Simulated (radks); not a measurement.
Values are calculated unless marked as measured or tabulated.
The mean radii <r> (bohr) of the occupied orbitals of an atom or ion are listed with their occupations. Level of theory: scalar-relativistic Kohn-Sham, BLYP, spin-polarised, spherical densities, finite nucleus; Fermi nuclear charge, rms radius of each element as measured or else 0.836 A^(1/3) + 0.57 fm (a radial shooting solver on a logarithmic mesh with Libxc functionals).

orbital  occ.      <r>
1s up       1  0.02151
1s down     1  0.02151
2s up       1  0.09150
2s down     1  0.09150
2p up       3  0.08088
2p down     3  0.08088
3s up       1   0.2395
3s down     1   0.2393
3p up       3   0.2382
3p down     3   0.2380
3d up       5   0.2167
3d down     5   0.2164
4s up       1   0.5410
4s down     1   0.5411
4p up       3   0.5728
4p down     3   0.5731
4d up       5   0.6213
4d down     5   0.6226
5s up       1    1.292
5s down     1    1.309
5p up       3    1.495
5p down     3    1.522
4f up       7   0.8176
4f down     1   0.8518

Name the element and its charge. Open shells, if any, are filled with parallel spins first.

Answer. Z = 65, terbium, charge +3: Tb3+ in [Xe] 4f8. The 1s radius gives Z: for a bare nucleus <r> = (2 gamma + 1)/(2Z) with gamma = sqrt(1 - (Z/c)^2), 0.02124 bohr for Z = 65, and screening makes it slightly larger (0.02151 here). The occupations add up to 62, and the charge is Z minus that.
